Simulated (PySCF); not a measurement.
Nonlinear optical response: 4-bromobenzyl alcohol (c1c(Br)ccc(CO)c1, C$_{7}$H$_{7}$BrO)

Molfile (atoms numbered from 1):
```
C7H7BrO
     RDKit          3D

 16 16  0  0  0  0  0  0  0  0999 V2000
   -2.9702    1.1211   -1.1993 O   0  0  0  0  0  0  0  0  0  0  0  0
   -2.6573   -0.0127   -0.4436 C   0  0  0  0  0  0  0  0  0  0  0  0
   -1.1654   -0.1437   -0.2934 C   0  0  0  0  0  0  0  0  0  0  0  0
   -0.6280   -1.1742    0.4847 C   0  0  0  0  0  0  0  0  0  0  0  0
    0.7474   -1.3202    0.6300 C   0  0  0  0  0  0  0  0  0  0  0  0
    1.5991   -0.4222   -0.0132 C   0  0  0  0  0  0  0  0  0  0  0  0
    3.4685   -0.6119    0.1766 Br  0  0  0  0  0  0  0  0  0  0  0  0
    1.0847    0.6101   -0.7925 C   0  0  0  0  0  0  0  0  0  0  0  0
   -0.2964    0.7431   -0.9292 C   0  0  0  0  0  0  0  0  0  0  0  0
   -3.9261    1.1885   -1.2687 H   0  0  0  0  0  0  0  0  0  0  0  0
   -3.1091    0.0312    0.5689 H   0  0  0  0  0  0  0  0  0  0  0  0
   -3.0414   -0.9400   -0.9175 H   0  0  0  0  0  0  0  0  0  0  0  0
   -1.2940   -1.8788    0.9925 H   0  0  0  0  0  0  0  0  0  0  0  0
    1.1606   -2.1254    1.2399 H   0  0  0  0  0  0  0  0  0  0  0  0
    1.7605    1.3076   -1.2907 H   0  0  0  0  0  0  0  0  0  0  0  0
   -0.7165    1.5472   -1.5348 H   0  0  0  0  0  0  0  0  0  0  0  0
  1  2  1  0
  2  3  1  0
  3  4  1  0
  4  5  2  0
  5  6  1  0
  6  7  1  0
  6  8  2  0
  8  9  1  0
  9  3  2  0
  1 10  1  0
  2 11  1  0
  2 12  1  0
  4 13  1  0
  5 14  1  0
  8 15  1  0
  9 16  1  0
M  END
```

Level of theory: quadratic response CAM-B3LYP/aug-cc-pVDZ first hyperpolarisability, Taylor convention, gas phase (PySCF 2.14.0). Geometry: PBE0-D3(BJ)/def2-SVP.

The calculation is non-relativistic, which matters for the atoms heavier than Zn.

(1) What is the first hyperpolarisability, and how does it disperse?

(2) Which lowest excitations, dipole and polarisabilities go with it?

## Answers

(1) In au, Taylor convention; the vector part is βᵢ = ⅓ Σⱼ (βᵢⱼⱼ + βⱼᵢⱼ + βⱼⱼᵢ); β∥ is 3/5 of the vector part along the dipole, the dipole points from − to +:
| process | λ (nm) | β vector norm | β∥ | β HRS | depolarisation ratio |
| --- | --- | --- | --- | --- | --- |
| static β(0;0,0) | ∞ | 108.9 | 24.9 | 41.3 | 7.20 |
| second harmonic β(−2ω;ω,ω) | 1907 | 109.9 | 23.7 | 42.1 | 6.83 |
| Pockels β(−ω;ω,0) | 1907 | 109.2 | 24.6 | – | – |
| second harmonic β(−2ω;ω,ω) | 1064 | 111.4 | 19.5 | 44.0 | 5.91 |
| Pockels β(−ω;ω,0) | 1064 | 110.0 | 23.6 | – | – |

(2) S1 5.17 eV (f = 0.007); S2 5.64 eV (f = 0.000); S3 5.68 eV (f = 0.168); dipole 3.50 D; isotropic α 109.5 au static, 109.9 au at 1907 nm, 110.9 au at 1064 nm, 111.2 au at 953.5 nm, 115.3 au at 532 nm.
